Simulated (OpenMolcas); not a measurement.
Ag3+ among 4 point charges of -2 e arranged as a tetrahedron (Td).

| Quantity | Value |
| --- | --- |
| Program | OpenMolcas 26.06 |
| Method | SS-CASPT2, IPEA 0.25 Eh, imaginary shift 0.1 Eh (closed shells correlated: 4s 4p) |
| Basis | ANO-RCC-VDZP [6s5p3d1f] |
| Scalar Hamiltonian | DKH2, point nucleus |
| Active space | 8 electrons in 5 orbitals (4d) |
| State averaging | 2S+1 = 3 even, 10 roots; 2S+1 = 1 even, 15 roots |
| Spin-orbit coupling | state interaction with AMFI integrals over the reference wave functions |

All point charges move together. At R = 1.99 Å the first state of the same spin is 2070 cm-1, and at R = 2.11 Å it is 1580 cm-1.

**Question.** A third run gives 1380 cm-1. What distance was it run at?

**Answer.** With a power law R^-n the two known points give n = -ln(1580 / 2070) / ln(2.11 / 1.99) = 4.61. Then R = 1.99 × (2070 / 1380)^(1/4.61) = 2.173 Å. The run was at 2.21 Å, so the estimate is off by -0.037 Å.

Roots that are degenerate in the reference are averaged as groups; the widest CASPT2 spread within a group is 390 cm-1 (the 3-fold group of multiplicity 1 near 20200 cm-1 above the lowest state of its run, R = 2.21). Shifts and gaps below about the spread of the groups concerned are not significant. An orbital triplet at a regular site is open to Jahn-Teller coupling, which can distort the site and quench the lowest spin-orbit gaps and is left out. Real 4d8 and 5d8 ions are as a rule square planar and diamagnetic. Free-ion shares, where given, are those of the reference states; single-state CASPT2 does not remix them. The ground term spreads over less than 5000 cm-1, several times less than with real ligands, so orbital moments are less quenched and χT lies further from the spin-only value than at real sites (holds for R = 2.11; R = 2.21). Point charges carry no covalency, so the field is a model and not that of real ligands. No measured value stands beside these numbers.
